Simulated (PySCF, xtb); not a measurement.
Si(OH)(SiH3) (H₄OSi₂), SMILES O[Si][SiH3] (connectivity only; charge and spin as stated), neutral, multiplicity 1. The values are those of a single conformer.

Harmonic wavenumbers (cm⁻¹) from GFN2-xTB run with xtb 6.7.1 at its own minimum, in rising order: 81, 169, 330, 377, 417, 503, 715, 820, 833, 866, 870, 2109, 2128, 2142, 3532.

Q: What does PBE-D3(BJ)/def2-TZVP (PySCF 2.14.0) give at its own minimum? (Estimate from the structure and the level; the computed values follow.)

A: 59, 147, 309, 328, 456, 575, 772, 823, 854, 891, 898, 2079, 2121, 2129, 3675. Paired by order, the mean absolute difference is 37 cm⁻¹ and the zero-point energies are 22.7 and 23.0 kcal/mol.
